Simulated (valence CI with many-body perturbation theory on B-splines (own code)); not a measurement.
Results of a calculation; reference values are marked as such.
From CI to CI+MBPT in Bi⁴⁹⁺

Method: configuration interaction combined with many-body perturbation theory (CI+MBPT): six valence electrons over a frozen Dirac-Fock core [Ar] 3d10, a basis of 9 s, 9 p, 8 d, 6 f, 3 g, 1 h functions for each j, with the one-electron correlation potential Σ1 (screened to all orders), the two-electron term Σ2, the three-electron term Σ3, Breit, model QED; selected single and double excitations, second order for the rest, scaled by the run's own slope (own B-spline code, finite nucleus).

The last digits are not significant, and no measured levels were compared; by estimate large intervals hold to a few tenths of a per cent, small ones and those within an open d or f shell to about a per cent. Among the levels kept, up to 630 cm⁻¹ of a level comes from second order outside the variational space, and about a tenth of that is noise between levels of different J, which matters for small intervals.

Each rung adds one term. CI alone is the Dirac-Coulomb CI over the frozen core; QED comes last and gives the full result, which names the levels. Energies are above (4s^2 4p1/2^2 4p3/2^2) J=2 on the same rung, in cm⁻¹.

Levels are named by their leading jj configuration (3d3/2^4 stands for four electrons in 3d with j = 3/2), which in mixed levels can hold well under half, so a name can repeat and another be missing. Letters in brackets count levels of one name in rising energy.

| Level | CI alone | Σ1 | Σ2 | Σ3 | Breit | QED | Full |
| --- | --- | --- | --- | --- | --- | --- | --- |
| (4s^2 4p1/2^2 4p3/2^2) J=0 | 85507 | +14 | -1035 | -335 | +604 | -37 | 84718 |
| (4s^2 4p1/2 4p3/2^3) J=1 | 1399540 | +2823 | +2888 | +106 | -15116 | +1197 | 1391440 |
| (4s^2 4p1/2 4p3/2^3) J=2 | 1442700 | +2826 | +2188 | -67 | -15535 | +1212 | 1433320 |
| (4s^2 4p1/2^2 4p3/2 4d3/2) J=2 | 1510520 | -2258 | -2183 | +504 | -3268 | -3349 | 1499960 |
| (4s^2 4p1/2^2 4p3/2 4d3/2) J=0 | 1538490 | -2249 | -2355 | +480 | -2631 | -3384 | 1528350 |
| (4s^2 4p1/2^2 4p3/2 4d3/2) J=1 | 1544170 | -2223 | -2730 | +433 | -3305 | -3439 | 1532910 |
| (4s^2 4p1/2^2 4p3/2 4d3/2) J=3 | 1549730 | -2233 | -2494 | +343 | -3916 | -3299 | 1538130 |
| (4s^2 4p1/2^2 4p3/2 4d5/2) J=4 | 1827860 | -1144 | -2447 | +526 | -9821 | -2604 | 1812370 |
| (4s^2 4p1/2^2 4p3/2 4d5/2) J=2 | 1857870 | -1060 | -3881 | +520 | -9058 | -2885 | 1841510 |
| (4s^2 4p1/2^2 4p3/2 4d5/2) J=3 | 1967000 | -1137 | -8421 | -87 | -9388 | -2593 | 1945380 |
| (4s^2 4p1/2^2 4p3/2 4d5/2) J=1 | 2001410 | -1091 | -6788 | -292 | -8793 | -2698 | 1981750 |
| (4s 4p1/2^2 4p3/2^3) J=2 | 2437640 | +1574 | -1137 | +541 | -3926 | -13097 | 2421600 |
| (4s 4p1/2^2 4p3/2^3) J=1 | 2557180 | +1565 | -3587 | +382 | -4795 | -12686 | 2538060 |
| (4s^2 4p1/2 4p3/2^2 4d3/2) J=2 [a] | 2867280 | +556 | +976 | +861 | -18915 | -2080 | 2848680 |
| (4s^2 4p1/2 4p3/2^2 4d3/2) J=1 [a] | 2867590 | +578 | +477 | +847 | -18353 | -2316 | 2848830 |
| (4s^2 4p1/2 4p3/2^2 4d3/2) J=0 | 2872350 | +576 | +924 | +874 | -18838 | -2228 | 2853650 |
| (4s^2 4p3/2^4) J=0 | 2875640 | +5641 | +4695 | -140 | -30071 | +2328 | 2858090 |
| (4s^2 4p1/2 4p3/2^2 4d3/2) J=3 [a] | 2905280 | +578 | +576 | +691 | -19792 | -2064 | 2885270 |
| (4s^2 4p1/2 4p3/2^2 4d3/2) J=4 | 2944610 | +560 | +311 | +444 | -20406 | -2090 | 2923430 |

The middle columns are the shifts that each term adds.

Task: How does the ionisation energy move along the ladder, and which term matters most?

Result: CI alone 2774.7, + Σ1 2776.3, + Σ2 2776.8, + Σ3 2776.2, + Breit 2774.0, + QED 2773.7 eV. The largest step is Breit, -2.3 eV. NIST lists 2771 ± 4 eV (theoretical).
